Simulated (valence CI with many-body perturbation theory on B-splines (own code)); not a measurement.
Results of a calculation; reference values are marked as such.
Hyperfine factors and g values of Ge17+

Method: valence CI with perturbative core correlation (CI+MBPT): five valence electrons over a frozen Dirac-Fock core [Ne], radial functions for each j: 9 s, 9 p, 8 d, 6 f, 3 g, 1 h, with the one-electron correlation potential Σ1, the two-electron term Σ2, the three-electron term Σ3, Breit, model QED; selected CI, second order for the rest (own B-spline code, finite nucleus).

No measured levels were compared; by estimate levels of excited configurations hold to 0.05 to 0.15 % of their energy, terms of the ground configuration to about 0.5 %. Among the levels kept, up to 460 cm⁻¹ of a level comes from second order outside the variational space, and about a tenth of that is noise between levels of different J, which matters for small intervals.

A/g_I is the dipole constant over the nuclear g factor μ/I (μ in nuclear magnetons, uniformly magnetised nucleus), B/Q the quadrupole constant per barn. Both hold the static response of the core; the bare values leave it out. Large factors of s and p1/2 electrons are usually good to 5 to 10 %; those of open d and f shells near neutrality can be off by tens of per cent, and small factors of p3/2, d and f electrons come from cancelling terms and can be off by a factor of two or in sign, in half-filled shells by more. B is blank for J = 1/2, where it vanishes, and for nearly pure S terms. Energies count from the lowest level.

Names give the largest LS component (configuration and term), which can be under half, so a name can repeat, a term be missing and a line seem to break the LS rules; names also repeat where a configuration has a term twice. Letters in brackets count levels of one name in rising energy.

| Level | E (cm⁻¹) | g | A/g_I (MHz) | A/g_I bare | B/Q (MHz/b) | B/Q bare |
| --- | --- | --- | --- | --- | --- | --- |
| 3s2.3p3 4S°_3/2 | 0 | 1.886 | 3360 | 3850 | 2680 | 2590 |
| 3s2.3p3 2D°_3/2 | 56437 | 0.999 | 7770 | 7580 | 17000 | 16400 |
| 3s2.3p3 2D°_5/2 | 73877 | 1.199 | 18700 | 18200 | -113 | -107 |
| 3s2.3p3 2P°_1/2 | 112690 | 0.664 | 52900 | 50600 |  |  |
| 3s2.3p3 2P°_3/2 | 142650 | 1.246 | 10700 | 10500 | -19700 | -19000 |
| 3s.3p4 4P_5/2 | 407350 | 1.580 | 39600 | 38400 | 14400 | 13900 |
| 3s.3p4 4P_3/2 | 436600 | 1.705 | 31100 | 30400 | -13200 | -12700 |
| 3s.3p4 4P_1/2 | 445960 | 2.629 | 86100 | 83400 |  |  |
| 3s.3p4 2D_3/2 | 505840 | 0.865 | -7000 | -6460 | -21300 | -20500 |
| 3s.3p4 2D_5/2 | 516410 | 1.217 | 43700 | 41900 | -31900 | -30800 |
| 3s2.3p2.3d 2P_3/2 [a] | 573480 | 1.279 | 2030 | 2500 | 5230 | 5100 |
| 3s.3p4 2S_1/2 [a] | 579790 | 1.264 | 58900 | 56300 |  |  |
| 3s2.3p2.3d 4F_3/2 | 602060 | 0.488 | 6080 | 5980 | -94.8 | 126 |
| 3s2.3p2.3d 4F_5/2 | 614050 | 1.087 | 3060 | 3300 | 5950 | 6010 |
| 3s.3p4 2S_1/2 [b] | 623350 | 1.276 | 93500 | 89300 |  |  |
| 3s2.3p2.3d 2F_5/2 [a] | 632850 | 0.952 | 13900 | 13500 | -4840 | -4540 |
| 3s2.3p2.3d 4F_7/2 | 633330 | 1.247 | 4200 | 4420 | 2990 | 3200 |
| 3s2.3p2.3d 2F_7/2 [a] | 646150 | 1.253 | 6950 | 7080 | 8450 | 8300 |
| 3s2.3p2.3d 4D_1/2 | 649060 | 0.169 | 24000 | 22800 |  |  |
| 3s2.3p2.3d 4D_3/2 | 649200 | 1.141 | 8760 | 8820 | -7280 | -7050 |
| 3s2.3p2.3d 4F_9/2 | 652230 | 1.309 | 7810 | 7870 | -9610 | -8910 |
| 3s2.3p2.3d 4D_5/2 | 662630 | 1.223 | 8470 | 8510 | -5580 | -5310 |
| 3s2.3p2.3d 4D_7/2 | 691390 | 1.268 | 6110 | 6240 | 6490 | 6380 |
| 3s2.3p2.3d 2G_7/2 | 718760 | 0.930 | 10700 | 10500 | 28100 | 27500 |
| 3s.3p4 2P_3/2 | 719320 | 1.264 | -3960 | -3270 | 5600 | 5460 |
| 3s2.3p2.3d 2G_9/2 | 731420 | 1.133 | 7860 | 7820 | 34800 | 33900 |
| 3s2.3p2.3d 4P_5/2 | 731750 | 1.550 | 3580 | 4020 | 1330 | 1330 |
| 3s2.3p2.3d 4P_3/2 | 740950 | 1.557 | 5960 | 6360 | -2610 | -2620 |
| 3s2.3p2.3d 4P_1/2 | 745040 | 2.140 | 40600 | 39500 |  |  |
| 3s2.3p2.3d 2D_3/2 [a] | 757990 | 0.983 | 7870 | 7890 | 3990 | 3950 |
| 3s2.3p2.3d 2P_1/2 [a] | 760810 | 1.139 | -2940 | -2730 |  |  |
| 3s2.3p2.3d 2D_5/2 [a] | 783110 | 1.211 | 10800 | 10700 | -6920 | -6540 |
| 3s2.3p2.3d 2D_3/2 [b] | 799050 | 0.869 | 8560 | 8320 | -2900 | -2890 |
| 3s2.3p2.3d 2D_5/2 [b] | 806360 | 1.162 | 3400 | 3610 | 23900 | 23300 |
| 3s2.3p2.3d 2P_1/2 [b] | 812440 | 0.860 | -9330 | -8820 |  |  |
| 3s2.3p2.3d 2F_5/2 [b] | 817540 | 1.006 | 7790 | 7740 | 5940 | 5870 |
| 3s2.3p2.3d 2F_7/2 [b] | 835130 | 1.138 | 9150 | 9100 | -3890 | -3480 |
| 3s2.3p2.3d 2P_3/2 [b] | 839550 | 1.285 | 4560 | 4870 | -6560 | -6330 |
| 3s2.3p2.3d 2S_1/2 | 843770 | 1.851 | 41100 | 40000 |  |  |
| 3s2.3p2.3d 2D_3/2 [c] | 876700 | 0.817 | 6220 | 6260 | 6670 | 6610 |

(1) Take the isotope of mass number 73, with I = 9/2, μ = -0.87824 μN and Q = -0.196 b. What is the hyperfine structure of 3s.3p4 4P_5/2?

## Answers

(1) From the table A = -7740 MHz, B = -2830 MHz. Shifts from the centre of gravity in MHz: F = 2: 105000, F = 3: 82800, F = 4: 52600, F = 5: 14400, F = 6: -32300, F = 7: -87800.
